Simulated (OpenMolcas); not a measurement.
# Pt2+: moving or changing the point charges

Pt2+ among 4 point charges of -2 e arranged as a square (D4h), 2.1 Å from the ion.
```
   2.1000    0.0000    0.0000  -2.00
   0.0000    2.1000    0.0000  -2.00
  -2.1000    0.0000    0.0000  -2.00
   0.0000   -2.1000    0.0000  -2.00
```

| Property | Result |
| --- | --- |
| Program | OpenMolcas |
| Method | SS-CASPT2, IPEA 0.25 Eh, imaginary shift 0.1 Eh (closed shells correlated: 5s 5p) |
| Basis | ANO-RCC-VTZP [8s7p5d3f1g] |
| Scalar Hamiltonian | DKH2, point nucleus |
| Active space | 8 electrons in 5 orbitals (5d) |
| State averaging | 2S+1 = 3 even, 10 roots; 2S+1 = 1 even, 15 roots |
| Spin-orbit coupling | state interaction with AMFI integrals over the reference wave functions |

Runs around this geometry, states (labels of D4, the rotations of D4h). Energies in cm-1 above the lowest state or level, χT in cm3 K/mol.

| R (Å) | q (e) | Ground state | First state of that spin | First gap with spin-orbit (degeneracies) | χT at 300 K | First state of another spin |
| --- | --- | --- | --- | --- | --- | --- |
| 2.1 | -1.3 | 3A2 | 3E 1240 | 52 (1, 1) | 1.633 | 1A1 4450 |
| 2.1 | -2 | 3A2 | 3E 5820 | 3900 (1, 1) | 0.150 | 1A1 2660 |
| 2.34 | -2 | 3A2 | 3E 2390 | 690 (1, 1) | 0.463 | 1A1 5140 |

Taking the first state of the same spin as R^-n, n = -ln(2390 / 5820) / ln(2.34 / 2.1) = 8.2 between the shortest and longest distance.

Scaling the charges by -1.3 / -2 = 0.65 scales the first state of the same spin by 1240 / 5820 = 0.21; with fixed orbitals a first-order splitting would follow the charge.

This shell can be high or low spin here, a state of another spin lies low, and with metal d orbitals alone active their balance is uncertain, so the ground spin may be wrong. Point charges give a weaker field than real ligands, and real ions of this kind are as a rule low spin; the high spin found here belongs to the model. Free-ion shares, where given, are those of the reference states; single-state CASPT2 does not remix them. Spin-orbit coupling mixes the spin-free states strongly: the lowest level takes only 64 % from its leading state, 3A2 (holds for R = 2.1, q = -2). Point charges carry no covalency, so the field is a model and not that of real ligands. No measured value stands beside these numbers.
